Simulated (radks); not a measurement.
Initial-state core-level shifts of neutral niobium when its valence configuration changes from [Kr] 4d4 5s1. Calculated with a radial shooting solver on a logarithmic mesh with Libxc functionals: Dirac Kohn-Sham, PBEsol, spin-unpolarised, spherical densities, point nucleus; open shells fill j = l - 1/2 first. Shifts are changes of the shell-averaged eigenvalues in eV (positive: less bound).

valence	2s	2p	4s	4p
4d3 5s1 5p1	-3.901	-3.887	-3.693	-3.551
4d4 5p1	-1.145	-1.147	-1.195	-1.205
4d3 5s1.5 5p0.5	-3.310	-3.295	-3.090	-2.950
4d3 5s2	-2.689	-2.674	-2.458	-2.319
4d4.5 5s0.5	+1.026	+1.020	+0.973	+0.922
4d5	+1.868	+1.855	+1.784	+1.690
4d3.5 5s1.5	-1.252	-1.246	-1.157	-1.093
4d2 5s2 5p1	-7.309	-7.275	-6.652	-6.317
4d4 5s0.5 5p0.5	-0.588	-0.589	-0.613	-0.618
